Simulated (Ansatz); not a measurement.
PBE exchange is replaced step by step with exact exchange (0 % is PBE, 25 % PBE0; no dispersion term), basis def2-TZVP, Ansatz. System: the cluster FeI2. Total charge 0; singlet. Geometry: PBE-D4/def2-TZVP.

Geometry of the singlet:

```csv
atom,x (Å),y (Å),z (Å)
Fe1,-0.002,-0.002,0.007
I2,-2.232,-0.505,-0.674
I3,2.234,0.507,0.667
```

In the def2 sets I takes a core potential; there is no spin–orbit coupling. The restricted singlet is unstable towards broken spin symmetry in Hartree–Fock (as tested in another run); at PBE-D4/def2-TZVP, PBE with 5 % exact exchange/def2-TZVP, PBE with 10 % exact exchange/def2-TZVP, PBE with 15 % exact exchange/def2-TZVP and others this wasn't settled. At PBE-D4/def2-TZVP an occupied level of the charge 0 singlet lies above an empty one (by up to 0.01 eV), so this SCF solution is probably not the lowest. The geometry of the singlet was relaxed on an unsound state (an occupied level 0.01 eV above an empty one). At PBE0-D4/def2-TZVP a triplet of charge 0 lies 2.17 eV below the restricted singlet, each at its own geometry. That triplet is doubtful there (⟨S²⟩ 3.01, where a pure state has 2.00). The structure comes from a short search, and lower isomers may exist.

```json
{"exact exchange (%)": "0", "HOMO (eV)": "-5.40", "LUMO (eV)": "-5.41", "gap (eV)": "-0.01"}
{"exact exchange (%)": "5", "HOMO (eV)": "-6.01", "LUMO (eV)": "-5.21", "gap (eV)": "0.80"}
{"exact exchange (%)": "10", "HOMO (eV)": "-6.61", "LUMO (eV)": "-4.99", "gap (eV)": "1.62"}
{"exact exchange (%)": "15", "HOMO (eV)": "-7.18", "LUMO (eV)": "-4.76", "gap (eV)": "2.41"}
{"exact exchange (%)": "25", "HOMO (eV)": "-8.06", "LUMO (eV)": "-4.27", "gap (eV)": "3.79"}
{"exact exchange (%)": "35", "HOMO (eV)": "-8.63", "LUMO (eV)": "-3.71", "gap (eV)": "4.92"}
{"exact exchange (%)": "50", "HOMO (eV)": "-9.30", "LUMO (eV)": "-2.74", "gap (eV)": "6.56"}
```
